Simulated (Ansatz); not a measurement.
Cartesian coordinates in Å:
```
Bi -0.0928 0.5208 1.1924
Bi 0.0928 -0.5208 -1.1924
```

Charge 0, multiplicity 1. Bi: def2 effective core potential.

List the ωB97M-V/def2-TZVPP orbital energies in eV (Ansatz). (An estimate is asked.)

Ansatz gave: Occupied: -166.47, -166.47, -104.60, -104.60, -104.59, -104.59, -104.49, -104.45, -32.40, -32.04, -32.04, -31.97, -31.97, -31.90, -31.90, -31.65, -31.65, -31.43, -20.08, -16.50, -8.53, -7.88, -7.88. Lowest empty: -1.12, -1.12, 1.16, 4.24, 4.46, 4.46, 5.17, 5.48.
